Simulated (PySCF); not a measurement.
Computed vibrations of Yb(NH2)3

Yb(NH2)3 (singlet in the valence; each metal's 4f electrons, 13 of them, lie in its core potential, out of spins and levels). PySCF 2.14.0, RKS PBE0, Yb lcecp-1-SVP with ECP59, N def2-SVP, H def2-SVP; non-relativistic Hamiltonian with scalar-relativistic core potentials where named; density fitting; no spin-orbit coupling. Central differences of gradients.

```xyz
10

Yb    0.0000    0.0000    0.0000
N     2.1556    0.0000    0.0000
H     2.7822    0.0000    0.8048
H     2.7822    0.0000   -0.8048
N    -1.0778    1.8668    0.0000
H    -1.3912    2.4095    0.8048
H    -1.3912    2.4095   -0.8048
N    -1.0777   -1.8668    0.0000
H    -1.3911   -2.4095    0.8048
H    -1.3911   -2.4095   -0.8048
```

Run from Python with OMP_NUM_THREADS=2. Where DIIS fails, smearing, a level shift and second-order steps follow.
It took 50 s on 2 threads of Arm Neoverse V2 (shared host).

Q: What are the harmonic wavenumbers and infrared intensities?

A: Modes are labelled in D3h; negative numbers are unstable modes, those under 60 cm⁻¹ near the noise; a finer grid moves soft modes by up to 10 cm⁻¹.
```
cm⁻¹  km/mol  symmetry
-436       –       e''
-436       –       e''
-427       –      a1''
 -56       –      a2''
 128     0.1        e'
 128     0.1        e'
 335     0.0       e''
 335     0.0       e''
 356   195.4      a2''
 388     0.0       a2'
 424   287.5        e'
 424   287.5        e'
 522   153.0        e'
 522   153.0        e'
 550     0.0       a1'
1529    42.6        e'
1529    42.6        e'
1532     0.0       a1'
3547    18.4        e'
3547    18.4        e'
3548     0.0       a1'
3618     0.0       e''
3618     0.0       e''
3618    15.0      a2''
```

Q: Is this a minimum?

A: No: 4 unstable; the lowest moves the atoms so:
```
Yb   0.00  0.00  0.00
N    0.00  0.00  0.03
H    0.03 -0.21  0.01
H   -0.03  0.21  0.01
N    0.00  0.00 -0.03
H    0.33  0.16  0.00
H   -0.33 -0.16  0.00
N    0.00  0.00 -0.01
H    0.50 -0.28  0.00
H   -0.50  0.28  0.00
```

An lcecp potential fixes the number of 4f electrons, so in runs with it no electron can move into or out of that shell.
